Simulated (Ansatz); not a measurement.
CH7FO3Si2 (`C[Si@H](O)O[Si@@H](O)F`), relaxed with RKS PBE0-D4/def2-TZVP in the Gaussian-basis code of Ansatz from a GFN2-xTB geometry. The force threshold is 0.005 eV/Å; the program also tests the step.

Charge 0, multiplicity 1.

Start:

```xyz
14

C    -1.148   -1.048   -1.803
Si    0.124   -1.058   -0.408
O    -0.574   -1.737    0.887
O     0.511    0.505   -0.083
Si    1.109    1.484    1.035
O     0.288    2.858    1.154
F     0.973    0.681    2.433
H    -0.737   -0.606   -2.704
H    -2.041   -0.491   -1.535
H    -1.450   -2.062   -2.039
H     1.391   -1.710   -0.727
H    -0.269   -1.523    1.767
H     2.488    1.819    0.818
H    -0.665    2.888    1.205
```

**Question.** How much energy does the relaxation release, and in how many steps? (An estimate is asked.)

**Answer.** Ansatz gave: 0.12 eV, in 50 steps, 6 of them rejected.

**Question.** Which bonds change most? (An estimate is asked.)

**Answer.** The calculation gave: C1–Si2 from 1.887 to 1.844 Å; Si2–O3 from 1.621 to 1.659 Å; Si5–H13 from 1.436 to 1.467 Å; Si5–F7 from 1.618 to 1.591 Å.

**Question.** Give the relaxed structure. (Best estimate.)

**Answer.** Ansatz gave: 
```xyz
14

C    -0.915   -0.781   -1.808
Si    0.028   -1.024   -0.242
O    -1.042   -0.924    1.021
O     1.140    0.169   -0.067
Si    1.247    1.520    0.832
O    -0.212    1.967    1.388
F     2.228    1.200    2.044
H    -0.238   -0.744   -2.664
H    -1.472    0.159   -1.773
H    -1.627   -1.595   -1.965
H     0.739   -2.325   -0.177
H    -0.882   -1.494    1.775
H     1.835    2.625    0.068
H    -0.829    1.249    1.566
```
